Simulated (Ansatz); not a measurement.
`[OH][AlH][SbH][Cl]` + `C=N` → `[Cl][SbH2]` + `N=[CH][AlH][OH]`  (formal exchange of groups at the Sb–Al bond)

Gas-phase electronic energies from Ansatz, PBE0-D4/def2-TZVP geometries. CCSD(T)/CBS adds triple-zeta CCSD(T) − MP2 to the extrapolated MP2 energy (def2 sets, frozen cores). This one scheme is used for every species. Functionals use def2-TZVPP. B3LYP here is the variant with VWN-RPA as its local correlation; programs differ in this. HSE06 is defined as in plane-wave codes. def2 core potentials past Kr. For Sb outer-core shells are correlated without core-valence functions, which leaves a few kJ/mol of doubt a bond. Each species was taken in one conformer, which may not be the lowest.

```
             level  ΔE (kJ/mol)  difference from CCSD(T)/CBS
            PBE-D4         74.5                          1.3
         revPBE-D4         71.9                         -1.3
           PBE0-D4         76.0                          2.8
          B3LYP-D4         69.1                         -4.1
           ωB97M-V         66.6                         -6.6
            B2PLYP         67.6                         -5.6
            revPBE         70.8                         -2.4
           r2SCANh         70.7                         -2.5
             HSE06         73.9                          0.7
           LC-ωPBE         67.2                         -6.0
       HF/def2-SVP         70.1                         -3.1
    MP2/def2-TZVPP         73.0                         -0.2
SCS-MP2/def2-TZVPP         68.0                         -5.2
CCSD(T)/def2-TZVPP         67.6                         -5.6
SCS-MP2/def2-QZVPP         70.4                         -2.8
     MP2/CBS(def2)         78.7                          5.5
       CCSD(T)/CBS         73.2                            0
```

Largest T1 diagnostic among the species: 0.014.

The D4 term adds +3.9 kJ/mol with B3LYP and +2.3 kJ/mol with PBE0; it sums over pairs of atoms, weighted by their polarisabilities, and B3LYP, whose exchange is more repulsive, gets the larger term. At CCSD(T), def2-SVP lies −5.1 kJ/mol from the extrapolated value and def2-TZVPP −5.7 kJ/mol.
